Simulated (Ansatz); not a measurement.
Cost and result for the atomization energy of `Cl[SiH]1PS1` (6 atoms, 6 bonds).

Charge 0, multiplicity 1. The geometry is a stationary point of PBE0-D4/def2-TZVP. Program: Ansatz. All runs use 2 threads of an Arm Neoverse V2 on a shared host. Times are those of one run each, without the atoms' runs, and a repeat can differ threefold. Electronic energies, without spin–orbit coupling; frozen cores. CCSD(T)/CBS adds CCSD(T) − MP2 in def2-TZVPP to the MP2 limit, and its time is that of the two runs behind it. T1 = 0.013. B3LYP takes the VWN-RPA correlation (the form of Gaussian; ORCA's B3LYP/G).

CCSD(T)/CBS is a level of theory with its own doubt, some kJ/mol a heavy atom from the limit and from the frozen cores, so smaller differences don't rank the functionals.

```
                            level  functions  wall time
                 CCSD(T)/def2-SVP         82      1.4 s
               BLYP-D4/def2-TZVPP        196        2 s
             revPBE-D4/def2-TZVPP        196      2.1 s
              BHLYP-D4/def2-TZVPP        196      3.3 s
          CAM-B3LYP-D4/def2-TZVPP        196      3.6 s
B3LYP-D4/def2-TZVPP (with forces)        196      4.8 s
                B2PLYP/def2-TZVPP        196      4.9 s
            r2SCANh-D4/def2-TZVPP        196        6 s
               ωB97X-V/def2-TZVPP        196      8.5 s
 ωB97M-V/def2-TZVPP (with forces)        196       12 s
                   MP2/def2-QZVPP        340       13 s
               CCSD(T)/def2-TZVPP        196       39 s
                CCSD(T)/CBS(def2)          –       52 s
```

(1) What atomization energy does each give, and how far from CCSD(T)/CBS? (Best estimate.)

## Answers

(1) Ansatz gave: 
| level | atomization (kJ/mol) | difference from CCSD(T)/CBS | per bond |
| --- | --- | --- | --- |
| CCSD(T)/def2-SVP | 1539.9 | -233.9 | -39.0 |
| BLYP-D4/def2-TZVPP | 1757.2 | -16.6 | -2.8 |
| revPBE-D4/def2-TZVPP | 1778.6 | 4.8 | 0.8 |
| BHLYP-D4/def2-TZVPP | 1708.0 | -65.8 | -11.0 |
| CAM-B3LYP-D4/def2-TZVPP | 1748.3 | -25.5 | -4.2 |
| B3LYP-D4/def2-TZVPP (with forces) | 1759.4 | -14.4 | -2.4 |
| B2PLYP/def2-TZVPP | 1728.4 | -45.4 | -7.6 |
| r2SCANh-D4/def2-TZVPP | 1781.5 | 7.7 | 1.3 |
| ωB97X-V/def2-TZVPP | 1809.3 | 35.5 | 5.9 |
| ωB97M-V/def2-TZVPP (with forces) | 1801.6 | 27.8 | 4.6 |
| MP2/def2-QZVPP | 1779.5 | 5.7 | 1.0 |
| CCSD(T)/def2-TZVPP | 1688.9 | -84.9 | -14.1 |
| CCSD(T)/CBS(def2) | 1773.8 | 0.0 | 0.0 |

From PBE to PBE0 (25 % exact exchange), in def2-TZVPP and without D4, the atomization energy moves by −31.1 kJ/mol: exact exchange takes away binding that semilocal exchange gives to molecules. Leaving LDA and LC-ωPBE aside and taking each functional with its dispersion term where it has one, the values, not all of them listed here, spread over 128.1 kJ/mol, from BHLYP-D4 to B97M-V. LDA lies +272.6 kJ/mol from PBE without D4, its usual overbinding. The D4 term adds +37.4 kJ/mol with B3LYP and +19.2 kJ/mol with PBE0; it sums over pairs of atoms, weighted by their polarisabilities, and B3LYP, whose exchange is more repulsive, gets the larger term.
